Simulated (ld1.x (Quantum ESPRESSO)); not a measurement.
**Ranking TM potentials for Co**

All share these settings but for the change named:

```json
{
  "Element": "Co",
  "Generator": "ld1.x (Quantum ESPRESSO) 7.5",
  "Type": "norm-conserving Troullier–Martins (Kleinman–Bylander form)",
  "Functional": "PBEsol",
  "Relativity": "scalar-relativistic",
  "Frozen core": "[Ar]",
  "Valence charge": "9",
  "Reference configuration": "3d7 4s0 4p0 (charge +2)",
  "Partial waves": "4s (bound, empty): rc 1.85 bohr; 4p (bound, empty): rc 2.40 bohr; 3d (bound): rc 1.50 bohr",
  "Local potential": "all-electron potential smoothed inside 2.10 bohr (lloc = -1)",
  "Core correction": "none"
}
```

Test errors are all-electron minus pseudo excitation energies from the reference, over 3d7 4s2 4p0; 3d7 4s1 4p0; 3d6 4s0 4p0; 3d8 4s0 4p0; 3d7 4s1 4p1; 3d7 4s1.5 4p0; 3d7 4s0 4p2. None of these files shows a bound ghost.

The base gives 212.3 meV.

Of 7 variants that were run, those that failed, showed a ghost or another fault, or gave nearly equal values are left out.

A variant can come out equal or close to the base, since the largest error may sit in a test that the change hardly touches while other tests move.

Problem. Rank these variants by their largest absolute test error, smallest first.
A. wave 3d (bound): rc 1.50 bohr becomes 3d (bound): rc 1.38 bohr
B. wave 3d (bound): rc 1.50 bohr becomes 3d (bound): rc 2.02 bohr
C. wave 3d (bound): rc 1.50 bohr becomes 3d (bound): rc 1.62 bohr

Solution. B (141.3 meV), C (185.9 meV), A (231.4 meV).
